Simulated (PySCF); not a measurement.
Computed IR spectrum (relative IR intensity) of a molecule C₃H₄BrF. Geometry optimised at PBE-D3(BJ)/def2-SVP. The values are those of a single conformer. Computed with PBE-D3(BJ)/def2-SVP (PySCF). Frequencies are harmonic and unscaled.

Lines under 2 % of the strongest are left out, and lines within 2 cm⁻¹ are merged.

ν (cm⁻¹): 357 (vw), 428 (vw), 447 (vw), 734 (m), 760 (m), 886 (m), 978 (w), 1132 (vs), 1263 (m), 1355 (m), 1391 (vw), 1394 (w), 1683 (m), 2975 (w), 3049 (vw), 3164 (w) (against the strongest line: vs over 80 %, s over 45 %, m over 15 %, w over 4 %, vw less)

Pick the molecule that these values belong to.
A) C/C(F)=C\Br
B) F[C@@H]1C[C@H]1Br
C) C/C(Br)=C\F
D) FC1(Br)CC1

A, C/C(F)=C\Br
